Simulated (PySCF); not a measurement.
Atoms are numbered as in `[F:1][C:2]([F:3])([F:4])[SiH:5]1[CH2:6][CH2:7][O:8][CH2:9][CH2:10]1`. Hydrogens are named by the atom that carries them. Ha(C6), Ha(C7), Ha(C9), Ha(C10) are cis to C2 on the ring; Hb(C6), Hb(C7), Hb(C9), Hb(C10) are trans to C2 on the ring.

Geometry: PBE0-D3(BJ)/def2-SVP; GIAO absolute shieldings from PySCF, gas phase, non-relativistic, averaged over equivalent atoms.

At PBE0/pcSseg-1 (222 basis functions, 74 s wall time on 1 thread of an Arm Neoverse N1, shared host):
```csv
atoms,σ (ppm)
F1/F3/F4,253.4
C2,49.4
C7/C9,116.2
C6/C10,176.0
Si5,380.7
O8,284.9
Ha(C7)/Ha(C9),26.96
H(Si5),27.01
Hb(C7)/Hb(C9),28.12
Ha(C6)/Ha(C10),30.10
Hb(C6)/Hb(C10),30.65
```

Task: What do these become at wB97X-D/pcSseg-1?

Result: 
```json
{"atoms": "F1/F3/F4", "σ at wB97X-D/pcSseg-1": "258.0", "change": "+4.6"}
{"atoms": "C2", "σ at wB97X-D/pcSseg-1": "50.1", "change": "+0.7"}
{"atoms": "C7/C9", "σ at wB97X-D/pcSseg-1": "116.9", "change": "+0.7"}
{"atoms": "C6/C10", "σ at wB97X-D/pcSseg-1": "176.4", "change": "+0.4"}
{"atoms": "Si5", "σ at wB97X-D/pcSseg-1": "378.6", "change": "-2.1"}
{"atoms": "O8", "σ at wB97X-D/pcSseg-1": "290.5", "change": "+5.6"}
{"atoms": "Ha(C7)/Ha(C9)", "σ at wB97X-D/pcSseg-1": "27.14", "change": "+0.18"}
{"atoms": "H(Si5)", "σ at wB97X-D/pcSseg-1": "27.14", "change": "+0.13"}
{"atoms": "Hb(C7)/Hb(C9)", "σ at wB97X-D/pcSseg-1": "28.29", "change": "+0.17"}
{"atoms": "Ha(C6)/Ha(C10)", "σ at wB97X-D/pcSseg-1": "30.26", "change": "+0.16"}
{"atoms": "Hb(C6)/Hb(C10)", "σ at wB97X-D/pcSseg-1": "30.82", "change": "+0.17"}
```

The largest change is at O8 (ether oxygen). Cost: 222 basis functions, 96 s wall time on 1 thread of an Arm Neoverse N1, shared host. The order of the carbon signals is the same at both levels.
